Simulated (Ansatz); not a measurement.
System: GaF2 (charge +1, singlet). SMILES: [F][Ga+][F]
Geometry from a B3LYP-D3(BJ)/def2-TZVP (Ansatz, a program for electronic structure) optimisation:
```xyz
3

Ga     0.0000     0.0000     0.0000
F      0.0000     0.0000     1.6703
F      0.0000     0.0000    -1.6703
```
Charge +1, spin multiplicity 1.

Wanted: vertical triplet-singlet gap, E(triplet) - E(singlet), in eV. Terms: no dispersion term unless named; LANL2DZ with its own core potentials from Na on; UHF or UKS for open shells; each state is the SCF solution reached for its charge and spin; non-relativistic; no spin-orbit coupling; six Cartesian d functions in 6-31G* and its kin unless marked 5d. First-principles rows: single points at B3LYP-D3(BJ) geometries (Ansatz). The spin state of an ion or metal species was assumed, not searched. Levels can end on unlike triplets.

```tsv
species	coefficient	E at B3LYP/6-31G* with LANL2DZ past Ar (Ansatz), Eh	E at wB97X-V/def2-TZVPD (Ansatz), Eh
charge 1, triplet	+1	-201.25912	-2123.85634
charge 1, singlet	-1	-201.46061	-2124.09897
```

 1 Eh = 27.2114 eV.

**Question.** Compute it at each level from the table.

**Answer.** 
- B3LYP/6-31G* with LANL2DZ past Ar: the sum of coefficient times E is 0.20149 Eh, or 5.483 eV. Result: 5.48 eV.
- wB97X-V/def2-TZVPD: the sum of coefficient times E is 0.24263 Eh, or 6.602 eV. Result: 6.60 eV.
